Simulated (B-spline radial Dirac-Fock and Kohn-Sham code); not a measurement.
## Atomic SCF run for Pb

ΔSCF core binding energies without Breit or QED terms, calculated with an atomic code on a B-spline grid. Keys: rel is the Hamiltonian (dirac, or spin-free x2c and nr, where L3 and M5 stand for the whole 2p and 3d shells), method is hf or an exchange,correlation pair (spin-unpolarised, also for the hole states), nuc the nuclear model, radius_factor scales its radius, rmax is the box in bohr, h the logarithmic mesh step, order the B-spline order, points the quadrature points per cell, c_factor scales the speed of light, and damp, ndamp, maxit and tol steer the iteration. The run stops when the commutator error falls below 10·tol·max(1, Z/10), or the numerical noise floor, and the energy has settled to about 1e-8 Ha; the virial ratio is −V/T.

Input (task.json):

```json
{"items": [{"Z": 82, "q": 0, "cfg": [[1, 0, 2], [2, 0, 2], [2, 1, 6], [3, 0, 2], [3, 1, 6], [3, 2, 10], [4, 0, 2], [4, 1, 6], [4, 2, 10], [4, 3, 14], [5, 0, 2], [5, 1, 6], [5, 2, 10], [6, 0, 2], [6, 1, 2]], "A": 208, "rrms": 5.5012, "do": "settings", "holes": ["K", "L3", "M5"],
  "settings": [{"rel": "dirac", "method": "hf", "nuc": "fermi", "radius_factor": 2.0, "rmax": 45.0, "h": 0.3, "order": 8, "points": 10, "c_factor": 1.0, "maxit": 60, "damp": 0.5, "ndamp": 3, "tol": 1e-08}]}]}
```

Command: `python xray2_run.py task.json out`

Ground-state iterations:

```
iter   energy (Ha)        error
   1   -20900.42424810  2.20e+00
   2   -20901.07942757  2.44e-01
   3   -20901.98495476  2.97e-02
   4   -20901.98655099  1.39e-02
   5   -20901.98690251  1.28e-03
   6   -20901.98692541  3.29e-04
   7   -20901.98692815  1.68e-04
   8   -20901.98692872  6.78e-05
   9   -20901.98692879  6.98e-06
  10   -20901.98692879  6.69e-07
```

The ground state converged in 10 iterations, with total energy -20901.98693 Ha, virial ratio 1.86242 and highest orbital energy -5.99 eV. ΔSCF binding energies: K (1s) 88372.4 eV, L3 (2p3/2) 13081.5 eV, M5 (3d5/2) 2495.0 eV.
